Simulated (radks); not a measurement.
Values are calculated unless marked as measured or tabulated.
All-electron atom: Rh II in [Kr] 4d8.

Code: a radial shooting solver on a logarithmic mesh with Libxc functionals. Model: scalar-relativistic Kohn-Sham, BLYP, spin-polarised, spherical densities, finite nucleus; open shells are filled with parallel spins first (spin-orbit coupling, left out, can overturn this in heavy ions); Fermi nuclear charge, rms radius 4.4945 fm.

Energy parts (Ry):
total: -9568.68065
kinetic: 9909.94158
electron-nucleus: -23070.39071
Hartree: 3869.59707
exchange-correlation: -277.82859

Orbitals (lengths in bohr, moments of r in powers of bohr; r(90%) holds 90 % of the orbital's charge):
orbital  occ.  eigenvalue (Ry)  r(90%)      <r>
1s up       1        -1694.118  0.0585  0.03263
1s down     1        -1694.119  0.0585  0.03263
2s up       1        -246.0904   0.219   0.1419
2s down     1        -246.0687   0.219   0.1419
2p up       3        -220.6330   0.201   0.1237
2p down     3        -220.6165   0.201   0.1237
3s up       1        -44.41277   0.576   0.3908
3s down     1        -44.40155   0.576   0.3908
3p up       3        -36.04621   0.589   0.3906
3p down     3        -36.03348   0.589   0.3906
3d up       5        -22.66062   0.588   0.3705
3d down     5        -22.64091   0.588   0.3704
4s up       1         -6.66726    1.43   0.9806
4s down     1         -6.57219    1.43   0.9793
4p up       3         -4.31233    1.60    1.082
4p down     3         -4.21302    1.61    1.082
4d up       5         -1.03499    2.49    1.540
4d down     3         -0.94332    2.56    1.569

The highest occupied level is 4d down at -12.835 eV. The spin density at the nucleus is -1.455 e/bohr^3 (1s -0.028, 2s -0.561, 3s 0.259, 4s -1.125). Spin moment in Bohr magnetons: 2. For comparison, the ionisation energy in NIST's Atomic Spectra Database is 18.080 eV (semi-empirical). In exact Kohn-Sham theory the highest level is minus the ionisation energy, but local and semilocal functionals leave it too shallow, through self-interaction and a potential that decays too fast; potentials with the right tail come closer. Summed over all electrons, <r^2> = 37.09 bohr^2, which gives a Langevin (diamagnetic) susceptibility term of -29.4 x 10^-6 cm^3/mol. The density falls to 0.001 e/bohr^3 at r = 3.76 bohr.
